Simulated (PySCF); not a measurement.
AlBH₄O₄. Atoms are numbered in the order given.

```xyz
10

B      0.0000     0.0000     1.2737
O     -1.1999    -0.0254     1.9407
O      1.1999     0.0254     1.9407
Al     0.0000     0.0000    -0.8425
O     -0.0198     1.4870    -1.6882
O      0.0198    -1.4870    -1.6882
H     -1.1256    -0.0238     2.9047
H      1.1256     0.0238     2.9047
H     -0.0216     1.6477    -2.6327
H      0.0216    -1.6477    -2.6327
```
Charge 0, spin multiplicity 1.

Coordinates come from a ωB97X-D3(BJ)/def2-SVP optimisation. The structure was generated by enumeration; whether it is a known compound was not checked. The values are those of a single conformer.

The numbers are results of PBE0/pcSseg-1 (PySCF), not measurements.

GIAO shieldings, no solvent; atoms alike by connectivity are averaged. δ = σ(ref) − σ: ¹¹B against BF3 (σ = 88.8 ppm); ¹⁷O against H2O (σ = 334.2 ppm); ¹H against TMS (σ = 31.56 ppm), references at their B3LYP-D3(BJ)/def2-TZVP geometries, non-relativistic.

| nucleus | atoms | count | δ (ppm) |
|---|---|---|---|
| ¹¹B | B1 | 1 | 18.8 |
| ¹⁷O | O2, O3 | 2 | 155.7 |
| ¹⁷O | O5, O6 | 2 | 45.6 |
| ¹H | H7, H8 | 2 | 3.64 |
| ¹H | H9, H10 | 2 | 1.93 |
